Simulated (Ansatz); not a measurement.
Diatomic HgO, multiplicity 3 (lowest of 2S+1 = 1, 3 at CCSD(T)/def2-TZVPP on PBE0 minima; our sources give no spin for the ground state, which may be another). No spin–orbit coupling.

Constants: fifth-degree fit in 1/R to seven points, most abundant isotopes. In def2 and cc sets the state is the lowest found near the PBE0 minimum, followed along R.

Correlated levels freeze the inner cores; with def2 sets outer-core shells near the valence are correlated too. CBS(a, b) extrapolates the correlation energy as X⁻³ and adds the Hartree–Fock energy of set b.

Run with Ansatz (a quantum-chemistry and plane-wave program). Each number belongs to the level named beside it. In def2 rows elements past Kr take small-core potentials, without spin–orbit coupling.

Task: What bond length and harmonic frequency does BHLYP/def2-TZVPP give?

Result: r_e = 2.298 Å, ω_e = 164 cm⁻¹.

Task: What bond length and harmonic frequency does CCSD/def2-TZVPP give?

Result: r_e = 2.269 Å, ω_e = 140 cm⁻¹.

Task: What bond length and harmonic frequency does CCSD(T)/CBS(def2-TZVPP, def2-QZVPP) give?

Result: r_e = 2.153 Å, ω_e = 299 cm⁻¹.
